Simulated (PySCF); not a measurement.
Al(F)(GeH3)(OH) (AlFGeH4O), SMILES [OH][Al]([F])[GeH3]. Heavy atoms are numbered as in [Al:1]([F:2])([GeH3:3])[OH:7]. Hydrogens are named by the atom that carries them.

The structure is a stationary point at PBE0-D3(BJ)/def2-SVP. The structure was generated by enumeration; whether it is a known compound was not checked. Other conformers were not sampled.

These are PBE/pcSseg-1 run with PySCF values and carry that method's errors.

GIAO shieldings, no solvent; atoms alike by connectivity are averaged. δ = σ(ref) − σ: ¹⁹F against CFCl3 (σ = 133.6 ppm); ⁷³Ge against GeH4 (σ = 1614.4 ppm); ¹H against TMS (σ = 31.49 ppm); ¹⁷O against H2O (σ = 334.3 ppm), references at their B3LYP-D3(BJ)/def2-TZVP geometries, non-relativistic.

| nucleus | atoms | count | δ (ppm) |
|---|---|---|---|
| ¹⁹F | F2 | 1 | -145.4 |
| ⁷³Ge | Ge3 (GeH3) | 1 | -99.1 |
| ¹H | H on Ge3 | 3 | 3.51 |
| ¹H | H on O7 | 1 | 2.75 |
| ¹⁷O | O7 (OH) | 1 | 68.9 |
